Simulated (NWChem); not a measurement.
# HgI, doublet; SMILES [I][Hg]

```xyz
2

Hg     0.0000     0.0000    -1.1112
I      0.0000     0.0000     1.7147
```
Atoms are numbered in this order, from 1.

Structure relaxed at the PBE0/def2-SVP, spin-unrestricted level. The spin multiplicity was typed, not searched, and may not be the lowest. No stability test was run on the SCF state. def2 effective core potentials on I, Hg; no spin-orbit coupling.

**Question.** List the 4 lowest vertical excitations from CAM-B3LYP/def2-SVP with def2 effective core potentials on I, Hg, spin-unrestricted, TDA (NWChem).

**Answer.** 
| state | energy (eV) | oscillator strength | <S²> |
|---|---|---|---|
| state 1 | 1.15 | 0.000 | 0.77 |
| state 2 | 1.15 | 0.000 | 0.77 |
| state 3 | 3.55 | 0.171 | 0.76 |
| state 4 | 4.88 | 0.051 | 0.86 |
